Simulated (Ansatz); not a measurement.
Consider the hydrogenolysis of a C–Si bond: `COC(F)(F)[SiH3]` + H₂ → `COC(F)F` + SiH₄.

Isolated molecules relaxed with PBE0-D4/def2-TZVP in Ansatz; ΔE leaves out vibrations. CBS: MP2 limit from def2 TZ/QZ plus the TZ coupled-cluster correction, frozen cores. This one scheme is used for every species. Functionals use def2-TZVPP. One conformer a species, not always the lowest.

CCSD(T)/CBS gives -44.7 kJ/mol.

(1) Another level gave -34.7 kJ/mol. Which?
A. CAM-B3LYP/def2-TZVPP
B. BLYP/def2-TZVPP
C. revPBE-D4/def2-TZVPP
D. PBE-D4/def2-TZVPP

Largest T1 diagnostic among the species: 0.012.

## Answers

(1) C. revPBE-D4 -34.7, PBE-D4 -39.3, CAM-B3LYP -53.8, BLYP -49.1 kJ/mol.

The D4 term adds +10.7 kJ/mol with B3LYP and +5.9 kJ/mol with PBE0; it sums over pairs of atoms, weighted by their polarisabilities, and B3LYP, whose exchange is more repulsive, gets the larger term. Leaving LDA and LC-ωPBE aside and taking each functional with its dispersion term where it has one, the values, not all of them listed here, spread over 20.1 kJ/mol, from PBE-QIDH to revPBE-D4. LDA lies +5.3 kJ/mol from PBE without D4.

CCSD(T)/CBS has its own doubt, a few kJ/mol and more with outer-core shells, so smaller differences from it don't rank the levels.

B3LYP here is the variant with VWN-RPA as its local correlation; programs differ in this.
